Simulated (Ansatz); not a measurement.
An input meant for Zn2Se (charge 0, singlet; atoms displaced at random, 0.15 Å in each coordinate).

```yaml
crystal:
  periodic: [false, false, false]
  atoms:
    - {symbol: Zn, position_ang: [-2.402944, 0.861618, 0.053168]}
    - {symbol: Zn, position_ang: [2.118516, -0.812110, 0.406107]}
    - {symbol: Se, position_ang: [-0.021398, -0.041934, -0.113456]}
basis:
  gaussian: {orbitals: def2-TZVP}
magnetization: {spin_polarized: true, initial_magnetization: 4}
hamiltonian: {xc: {name: revPBE}}
scf: {omitted_lower_state_checks: [starts]}
```

```sh
$ ansatz run in.yaml --threads 4 --pin off --events-out ev --progress --plain --max-ram 3916MiB
```

Output, abridged:

```
Functional definition: revPBE
  name "revPBE"
  cite "Zhang & Yang, Phys. Rev. Lett. 80, 890 (1998) doi:10.1103/PhysRevLett.80.890"
  cite "Perdew, Burke & Ernzerhof, Phys. Rev. Lett. 77, 3865 (1996) doi:10.1103/PhysRevLett.77.3865"
  parameter kappa = 1.245
  parameter beta = 0.06672455060314922
  exchange = pbe_x(kappa = kappa, mu = beta*pi^2/3)
  correlation = pbe_c(beta = beta)
these checks for a lower state are left out or cut short: starts
1307 factors; their error is unknown
mean field evaluation 1: about -162170.0033 eV, gradient 4.4e1 eV
mean field evaluation 2: about -162151.1479 eV, gradient 1.1e2 eV
mean field evaluation 4: about -162172.0882 eV, gradient 1.2e1 eV
mean field evaluation 8: about -162173.4354 eV, gradient 4.1e-1 eV
mean field evaluation 16: about -162173.3941 eV, gradient 2.1e-4 eV
mean field -162173.39405729 eV, -5959.7623065307 hartree, gradient 4.6e-6 eV, S^2 6.006442; 0 other end points of the search recorded, 0 dependent functions left out
reference -162173.39410774 eV, -5959.7623083848 hartree; 49, 45 occupied and 95, 99 virtual orbitals, 1307 factors
Total energy: -162173.39410774 eV, -5959.7623083848 hartree
Checks for a lower state left out: starts
```

In this input the spin is set far too high (4 unpaired electrons typed, 0 in the singlet as meant). Self-consistency was reached. The result belongs to that input, not to the species as meant.
